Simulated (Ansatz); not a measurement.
Reaction (ligand exchange at the Si–S bond): `BC[SiH2]S[SiH3]` + H–F → `BC[SiH2]F` + `[SiH3]S`

Gas-phase electronic energies from Ansatz, PBE0-D4/def2-TZVP geometries. CCSD(T)/CBS adds triple-zeta CCSD(T) − MP2 to the extrapolated MP2 energy (def2 sets, frozen cores). This one scheme is used for every species. DFT in def2-TZVPP. Each species was taken in one conformer, which may not be the lowest.

```
             level  ΔE (eV)
           ωB97M-V    -0.72
              PBE0    -0.70
SCS-MP2/def2-QZVPP    -0.75
      HF/CBS(def2)    -1.20
```

What does CCSD(T)/CBS give? (An estimate is asked.)

Computed: -0.67 eV. The listed levels differ from it by -0.05, -0.03, -0.08, -0.53 eV.

Largest T1 diagnostic among the species: 0.012.

In def2-TZVPP, CCSD(T) changes the Hartree–Fock value by +0.46 eV (the triples alone add +0.08 eV) and MP2 by +0.55 eV. The D4 term adds +0.24 eV with B3LYP and +0.13 eV with PBE0; it sums over pairs of atoms, weighted by their polarisabilities, and B3LYP, whose exchange is more repulsive, gets the larger term.

B3LYP here is the variant with VWN-RPA as its local correlation; programs differ in this.
